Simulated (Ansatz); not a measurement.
Energy profile

The step: Al₂H₅O₅ ([OH][Al]1[O][Al]([OH])([OH2])[OH]1) → Al₂H₅O₅ ([OH][Al]1[OH][Al]([OH])([OH])[OH]1); bonds formed: O2–H7; dative contacts that become bonds: Al1–O8; bonds broken: H7–O8; bonds weakened to dative contacts: Al1–O2 (atoms numbered as in the saddle structure below).

```csv
atom,x (Å),y (Å),z (Å)
Al1,-0.3761,-0.7444,0.1234
O2,0.9081,-0.1163,-0.9129
Al3,1.0964,1.4697,-0.1090
O4,-0.1721,0.6888,1.1660
O5,0.1292,2.7614,-0.7122
O6,-1.8654,-1.5078,-0.0788
H7,1.3707,-1.2764,-0.3192
O8,0.9619,-1.9953,0.4527
H9,-0.8020,1.1836,1.6904
H10,0.5319,3.5534,-1.0636
H11,-2.6718,-1.1098,-0.3970
H12,0.8891,-2.9071,0.1602
```

Electronic energies by CCSD(T) at an estimated basis limit (MP2 extrapolated from triple and quadruple zeta, plus CCSD(T) − MP2 in triple zeta), on PBE0-D4/def2-TZVP structures; Al$_{2}$H$_{5}$O$_{5}$, doublet; no counterpoise correction; spin–orbit coupling, which lowers free halogen atoms and radicals such as OH and SH, is left out. Computed with Ansatz 0.2.0 (basis: def2-TZVPP and def2-QZVPP); correlated methods freeze the cores; orbitals are unrestricted. Extrapolation: Hartree–Fock as exp(−7.88 √X), correlation as X^−2.97.

(1) Give the profile in kJ/mol, counted from the separated reactants. (An estimate is asked for; the value comes from the calculation.)

The T1 diagnostic stays at or below 0.016. ⟨S²⟩ of the unrestricted Hartree–Fock references: 0.75 (a pure state has 0.75).

Results:

(1) The calculation gives:
```
                                                                                                                                                                        point  kJ/mol
               separated: Al$_{2}$H$_{3}$O$_{4}$ (linked as [OH][Al]12[O][Al]1([OH])[OH]2; Al1, O2, Al3, O4, O5, O6, H9, H10, H11; doublet) + H$_{2}$O (H7, O8, H12; singlet)     0.0
                                                                                                                                                              start structure  -117.8
                                                                                                                                                                       saddle   -90.7
                                                                                                                                                                end structure  -224.2
separated: AlH$_{2}$O$_{2}$ (linked as [OH][Al][OH]; Al1, O6, O8, H11, H12; doublet) + AlH$_{3}$O$_{3}$ (linked as [OH][Al]([OH])[OH]; O2, Al3, O4, O5, H7, H9, H10; singlet)    16.7
```
The saddle lies below the separated reactants: the barrier is submerged.

For scale, one of the runs: CCSD(T)/def2-TZVPP, 309 basis functions, launched by `ansatz run in.yaml --threads 4 --pin off --events-out ev --progress --plain --max-ram 46080MiB --backend cuda --devices 0, --max-vram 37GiB`. The run took 19 s on 4 CPU threads of an AMD EPYC 7R13 and a share of one NVIDIA H100 (shared host), with 1.4 GiB of host memory at its peak.
